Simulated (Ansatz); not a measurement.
Ideal-gas functions of AlH2I, SMILES `[AlH2][I]` at 800 K and 1 bar, from an Ansatz frequency run at PBE0-D4/def2-TZVP.

Molar mass 155.9 g/mol, point group C2v (symmetry number 2), electronic degeneracy 1, moments of inertia 3.923, 151.286, 155.209 u Å². Harmonic wavenumbers (cm⁻¹, unscaled): 353, 463, 575, 763, 1952, 1971.

Use S(trans) = R[1.5 ln M + 2.5 ln T − 1.1517]; rotational temperatures θ = 24.2544 K / I; S(rot) = R[ln(√π/σ · √(T³/θAθBθC)) + 1.5]; for each mode x = 1.438777 ν̃/T, S = R[x/(eˣ − 1) − ln(1 − e⁻ˣ)] and H = RT x/(eˣ − 1); 1 cm⁻¹ = 0.0119627 kJ/mol; R = 8.31446 J/(mol·K).

Question: By hand: the entropy, in J/(mol·K).

Answer: Translation 192.3. Rotation: θ = 6.1826, 0.1603, 0.1563 K, giving 102.6. Vibration, mode by mode: 12.23, 10.07, 8.40, 6.31, 1.15, 1.12, in all 39.3. Electronic 0.0. Sum 334.2 J/(mol·K).

Question: By hand: H − E and G − E in kJ/mol, counted from the electronic energy.

Answer: Zero-point energy ½ × 6077 × 0.0119627 = 36.3; thermal vibration 17.3; translation, rotation and pV give 4 RT = 26.6. H − E = 80.2 kJ/mol, and G − E = 80.2 − 800 × 334.2/1000 = -187.2 kJ/mol.

Vibration gives 12 % of the entropy.
